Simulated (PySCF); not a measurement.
Calculation: PBE-D3(BJ)/def2-TZVP // PBE0-D3(BJ)/def2-TZVP in PySCF. Isolated molecules, 0 K electronic values unless said otherwise. One relaxed conformer stands for a flexible species; it need not be the lowest. Excitations are Tamm–Dancoff values on a coarser integration grid. The basis has no diffuse functions, so Rydberg states are missing or too high.

Reference species (SMILES): `C=[SiH]SC` (C–Si–S–C torsion 0°) (neutral, multiplicity 1).

The brightest of the four lowest singlets (TDA) is 5.06 eV. The T1 excitation (TDA) is 2.93 eV and the HOMO–LUMO gap is 3.62 eV.

After one change: the brightest of the four lowest singlets (TDA) falls by 1.87 eV; the T1 excitation (TDA) decreases by 1.92 eV; the HOMO–LUMO gap falls by 2.33 eV.

### Question
Name the change that produced these shifts. The new species is one of these.
A) `C=[SiH]C`
B) `C=[SiH]C=S` (C–Si–C–S torsion 0°)
C) `C=C[SiH]=C` (C–C–Si–C torsion 15°)
D) `C=[SiH]N`

### Answer
B, `C=[SiH]C=S` (C–Si–C–S torsion 0°)
